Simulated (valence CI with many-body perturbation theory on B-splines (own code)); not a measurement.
## Ba²³⁺: one-electron terms

Method: configuration interaction combined with many-body perturbation theory (CI+MBPT): five valence electrons over a frozen Dirac-Fock core [Ar] 3d10, radial functions for each j: 11 s, 11 p, 10 d, 8 f, 5 g, 2 h, with the one-electron correlation potential Σ1 (screened to all orders), the two-electron term Σ2, the three-electron term Σ3, Breit, model QED; selected single and double excitations, second order for the rest, scaled by the run's own slope (own B-spline code, finite nucleus).

No measured spectrum was set against this ion. As an estimate, levels hold to about 250 cm⁻¹ or 0.2 % of their energy and the worst to 1 %, as in measured heavy ions of charge 2 to 7; those with d or f electrons hold less well. Among the levels kept, up to 2200 cm⁻¹ of a level comes from second order outside the variational space, and about a tenth of that is noise between levels of different J, which matters for small intervals.

These are the spectroscopic orbitals of the CI (the correlating ones are not listed), shaped by the core and the other valence electrons. h is the expectation value of the core's Dirac-Fock operator, without the valence repulsion; Σ1 is computed up to l = 3 at one energy for each symmetry, that of its lowest orbital but kept below the first core excitation, so for empty shells it is not the orbital's own correlation shift; Breit and QED include the response of the core.

| Orbital | h (hartree) | Σ1 (cm⁻¹) | Breit (cm⁻¹) | QED (cm⁻¹) | ⟨r⟩ (bohr) |
| --- | --- | --- | --- | --- | --- |
| 4s1/2 | -35.821 | -12264 | 3761 | 2836 | 0.6134 |
| 5s1/2 | -20.921 | -4129 | 1578 | 1204 | 1.067 |
| 6s1/2 | -13.724 | -1928 | 794 | 613 | 1.651 |
| 7s1/2 | -9.7004 | -1076 | 462 | 358 | 2.357 |
| 8s1/2 | -7.2202 | -666 | 292 | 227 | 3.187 |
| 9s1/2 | -5.5831 | -442 | 197 | 153 | 4.142 |
| 4p1/2 | -33.709 | -12391 | 5818 | -75.9 | 0.6206 |
| 5p1/2 | -19.915 | -4249 | 2465 | -30.7 | 1.094 |
| 6p1/2 | -13.177 | -2039 | 1279 | -15.6 | 1.692 |
| 7p1/2 | -9.3705 | -1155 | 754 | -9.1 | 2.414 |
| 8p1/2 | -7.0061 | -722 | 482 | -5.8 | 3.260 |
| 9p1/2 | -5.4365 | -483 | 327 | -3.9 | 4.231 |
| 4p3/2 | -32.877 | -11351 | 3614 | 203 | 0.6380 |
| 5p3/2 | -19.538 | -4002 | 1538 | 88.0 | 1.116 |
| 6p3/2 | -12.974 | -1944 | 843 | 46.3 | 1.720 |
| 7p3/2 | -9.2487 | -1108 | 498 | 27.5 | 2.446 |
| 8p3/2 | -6.9273 | -696 | 319 | 17.7 | 3.298 |
| 9p3/2 | -5.3826 | -467 | 217 | 12.0 | 4.274 |
| 4d3/2 | -29.453 | -11800 | 2245 | -158 | 0.6448 |
| 5d3/2 | -17.932 | -4247 | 993 | -67.3 | 1.157 |
| 6d3/2 | -12.1 | -2133 | 539 | -36.0 | 1.787 |
| 7d3/2 | -8.7197 | -1238 | 326 | -21.5 | 2.541 |
| 8d3/2 | -6.5828 | -787 | 212 | -13.9 | 3.421 |
| 4d5/2 | -29.282 | -11458 | 1308 | -66.4 | 0.6497 |
| 5d5/2 | -17.852 | -4136 | 562 | -27.2 | 1.163 |
| 6d5/2 | -12.056 | -2078 | 305 | -14.3 | 1.794 |
| 7d5/2 | -8.6927 | -1207 | 183 | -8.4 | 2.550 |
| 8d5/2 | -6.5651 | -768 | 118 | -5.4 | 3.430 |
| 4f5/2 | -25.632 | -10922 | 599 | -67.0 | 0.6306 |
| 5f5/2 | -16.24 | -3612 | 282 | -33.3 | 1.179 |
| 6f5/2 | -11.189 | -1780 | 154 | -19.0 | 1.842 |
| 7f5/2 | -8.1695 | -1031 | 93.5 | -11.8 | 2.629 |
| 4f7/2 | -25.603 | -10702 | 119 | -42.9 | 0.6321 |
| 5f7/2 | -16.223 | -3534 | 56.6 | -21.1 | 1.181 |
| 6f7/2 | -11.178 | -1742 | 31.7 | -11.9 | 1.844 |
| 7f7/2 | -8.1625 | -1009 | 19.3 | -7.3 | 2.631 |
| 5g7/2 | -15.526 |  | 9.5 | -4.4 | 1.108 |
| 6g7/2 | -10.78 |  | 8.7 | -3.1 | 1.786 |
| 7g7/2 | -7.9143 |  | 6.5 | -2.2 | 2.590 |
| 5g9/2 | -15.519 |  | -9.1 | 0.4 | 1.108 |
| 6g9/2 | -10.777 |  | -8.0 | -0.4 | 1.787 |
| 7g9/2 | -7.9119 |  | -6.1 | -0.4 | 2.591 |
| 6h9/2 | -10.687 |  |  |  | 1.617 |
| 6h11/2 | -10.685 |  |  |  | 1.617 |

Among the shells of the start configuration 4s2 4p3, Σ1 is largest in size for 4p1/2, where it is 0.17 % of h.

Lowest root of each symmetry, sizes in configuration state functions:

```tsv
J	Parity	Roots	Reference	Variational	Second order	Change by selected CI (cm⁻¹)	Change by second order (cm⁻¹)
1/2	even	9	69	31997	1075443	-10419	-160
3/2	even	13	115	31880	2216702	-9288	-492
5/2	even	12	126	31988	2836996	-8119	-595
7/2	even	6	101	31761	2582288	-10632	-708
9/2	even	3	69	31678	2321251	-11115	-605
1/2	odd	22	105	31984	1259372	-8773	-424
3/2	odd	35	179	31940	2588017	-7115	-674
5/2	odd	35	198	31975	3541289	-6658	-1165
7/2	odd	28	177	31817	3957561	-10015	-896
9/2	odd	15	127	31925	4135943	-10637	-770
11/2	odd	5	76	32023	3351300	-12482	-892
```
